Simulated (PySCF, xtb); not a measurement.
C2H6F2OSi, SMILES COC(F)(F)[SiH3].

GFN2-xTB (xtb) at its own geometry gives an orbital gap of 5.59 eV and a dipole moment of 2.03 D.

Geometry: B3LYP-D3(BJ)/def2-SVP. This is a generated structure with no PubChem entry under its InChIKey; it may be hypothetical. The values are those of a single conformer.

**Question.** What does r2SCAN/def2-TZVP (PySCF) give? (The exact figures need the calculation; the answer reports its results.)

**Answer.** gap 7.72 eV (levels -7.66 and 0.07 eV), dipole 1.15 D.
